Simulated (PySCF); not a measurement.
Rh: interval between two levels

Rh [Kr] 4d8 5s1 [4F9/2, M_J = 9/2] → Rh [Kr] 4d7 5s1 5p1 [6G13/2, M_J = 13/2], as a difference of total energies. Calculation: PySCF 2.14, in x2c-SVPall-2c with one added diffuse shell each of s, p, d type (7s9p7d1f, 76 functions); the two-component X2C-1e Hamiltonian. Correlated levels: [Ar] 3d10 frozen; the 6 highest virtual spinors dropped. "Screened" scales the spin-orbit matrix elements by Boettger's factors to mimic the two-electron term; Breit and QED terms are absent.

```csv
method,interval between two levels (cm⁻¹)
GHF (spin-free),24295
GMP2 (spin-free),33314
GHF (screened spin-orbit),24411
GMP2 (screened spin-orbit),33440
```

The labels give the starting determinants; with spin-orbit coupling the two ends relaxed to ⟨J²⟩ = 24.76, ⟨L²⟩ = 12.05, ⟨S²⟩ = 3.75 and ⟨J²⟩ = 48.76, ⟨L²⟩ = 20.16, ⟨S²⟩ = 8.69.
